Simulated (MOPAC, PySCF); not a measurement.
Energy landscape of Cl2Zn, singlet: symmetric bend, bond length relaxed. Scanned: Cl-Zn-Cl angle. Other coordinates (Zn-Cl bond length) were minimised at PBE0/def2-TZVP.

PM6, restricted, heats of formation (MOPAC); PM3, restricted, heats of formation (MOPAC); RHF/def2-TZVP, density fitting (PySCF).

Energies in mEh, each method relative to its own lowest point.

```csv
a / °,PM6,PM3,RHF
180,0.0,0.0,0.0
170,0.9,0.4,(withheld)
160,3.5,1.5,3.1
150,7.6,(withheld),6.9
140,13.2,6.6,12.3
130,20.2,10.8,19.3
120,28.5,(withheld),28.1
110,38.2,(withheld),39.1
100,49.2,33.8,53.2
90,(withheld),46.9,72.1
```

**Question.** Complete the blanks.

**Answer.** 
- 170, RHF: 0.8
- 150, PM3: 3.6
- 120, PM3: 16.5
- 110, PM3: 24.0
- 90, PM6: 61.2

The scan ran from 180.0 to 80.0; beyond the range shown the relaxed coordinates jump or full CI changes its symmetry label.
